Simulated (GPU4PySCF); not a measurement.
BCzBN core (C₃₀H₁₇BN₂), SMILES c1cc2c3c(c1)-n1c4ccccc4c4cccc(c41)B3c1cccc3c4ccccc4n-2c13.

Coordinates come from a ωB97X-D3(BJ)/def2-SVP optimisation.

Vertical ionisation energy (IE) and electron affinity (EA) in eV. Rows of orbital energies are one-electron estimates. Where ΔSCF, EOM or ADC give a negative EA the extra electron is unbound and the value depends on the basis.

```json
[
 {"level": "−ε(HOMO), −ε(LUMO), PBE0/def2-SVP (GPU4PySCF)", "IE": "5.74", "EA": "2.06"},
 {"level": "−ε(HOMO), −ε(LUMO), PBE/def2-SVP (GPU4PySCF)", "IE": "[?]", "EA": "[?]"}
]
```

Task: Some entries are withheld; supply them. (Estimate from the structure and the level; the computed values follow.)

Result: 
- −ε(HOMO), −ε(LUMO), PBE/def2-SVP (GPU4PySCF), IE: 4.91
- −ε(HOMO), −ε(LUMO), PBE/def2-SVP (GPU4PySCF), EA: 2.69
